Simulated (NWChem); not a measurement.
System meant: C₃H₅FO₂; SMILES C(=O)(O)[C@H](C)F

Here is an NWChem input.

```
start job
memory heap 200 mb stack 900 mb global 1100 mb
geometry units angstroms noautosym nocenter noautoz
  C      1.224186    -1.314026    -0.490619
  C      0.123373    -0.676907     0.326742
  F     -1.061255    -1.332059     0.128727
  C     -0.011409     0.803998     0.012301
  O      0.928263     1.554654     0.015267
  O     -1.261574     1.179575    -0.240490
  H      0.964099    -1.292845    -1.559154
  H      2.162284    -0.762668    -0.344050
  H      1.364203    -2.359354    -0.183325
  H      0.369403    -0.733031     1.403927
  H     -1.229698     2.135149    -0.407287
end
basis spherical
  C library 6-31g*
  F library 6-31g*
  O library 6-31g*
  H library 6-31g*
end
dft
  xc xtpss03 ctpss03
  iterations 150
end
property
  shielding
end
task dft property
```

End of the output:

```
 Vector   27  Occ=0.000000D+00  E= 9.530164D-02
              MO Center=  2.9D-01, -3.2D-01,  2.6D-01, r^2= 4.8D+00
   Bfn.  Coefficient  Atom+Function         Bfn.  Coefficient  Atom+Function
  ----- ------------  ---------------      ----- ------------  ---------------
    92      0.980658  10 H  s                88      0.761602   8 H  s
    20     -0.747651   2 C  s                21     -0.663962   2 C  px
    94     -0.628994  11 H  s                 7     -0.476493   1 C  px
    48      0.439547   4 C  s                23     -0.419935   2 C  pz
    34     -0.381688   3 F  s                90      0.337614   9 H  s

 center of mass
 --------------
 x =  -0.11911856 y =   0.02355733 z =  -0.08366009

 moments of inertia (a.u.)
 ------------------
         541.351866470938          11.737371317552          21.381138958500
          11.737371317552         348.593248327536           4.804978415884
          21.381138958500           4.804978415884         818.584966307888

     Multipole analysis of the density
     ---------------------------------

     L   x y z        total         alpha         beta         nuclear
     -   - - -        -----         -----         ----         -------
     0   0 0 0     -0.000000    -24.000000    -24.000000     48.000000

     1   1 0 0      0.005694      0.541978      0.541978     -1.078263
     1   0 1 0      0.034640      0.252646      0.252646     -0.470651
     1   0 0 1     -0.008611      2.492576      2.492576     -4.993763

     2   2 0 0    -27.189894    -99.230512    -99.230512    171.271130
     2   1 1 0     -5.114306      9.683360      9.683360    -24.481026
     2   1 0 1      0.285468      6.444496      6.444496    -12.603524
     2   0 2 0    -23.864442   -148.239281   -148.239281    272.614119
     2   0 1 1     -0.823479     -0.036001     -0.036001     -0.751477
     2   0 0 2    -23.896837    -25.195691    -25.195691     26.494545

          -----------------------------------------
          Chemical Shielding Tensors (GIAO, in ppm)
          -----------------------------------------

 ------------------------------------------------------------------------
  xtpss03: d2 not coded                    0
 ------------------------------------------------------------------------
 ------------------------------------------------------------------------
  current input line :
    29: task dft property
 ------------------------------------------------------------------------
 ------------------------------------------------------------------------
 This error has not yet been assigned to a category
 ------------------------------------------------------------------------
 For more information see the NWChem manual at https://nwchemgit.github.io

0: xtpss03: d2 not coded:Received an Error in Communication
```

Task: Can this run be used? If not, why, and what is the fix?

Result: The run crashed. Cause: this functional's second derivatives, which shieldings need, aren't coded here; the fix takes a hybrid GGA instead. This input runs:
```
start job
memory heap 200 mb stack 900 mb global 1100 mb
geometry units angstroms noautosym nocenter noautoz
  C      1.224186    -1.314026    -0.490619
  C      0.123373    -0.676907     0.326742
  F     -1.061255    -1.332059     0.128727
  C     -0.011409     0.803998     0.012301
  O      0.928263     1.554654     0.015267
  O     -1.261574     1.179575    -0.240490
  H      0.964099    -1.292845    -1.559154
  H      2.162284    -0.762668    -0.344050
  H      1.364203    -2.359354    -0.183325
  H      0.369403    -0.733031     1.403927
  H     -1.229698     2.135149    -0.407287
end
basis spherical
  C library 6-31g*
  F library 6-31g*
  O library 6-31g*
  H library 6-31g*
end
dft
  xc pbe0
  iterations 150
end
property
  shielding
end
task dft property
```
It converges to -367.22746 Ha (PBE0/6-31G* (spherical d), GIAO).
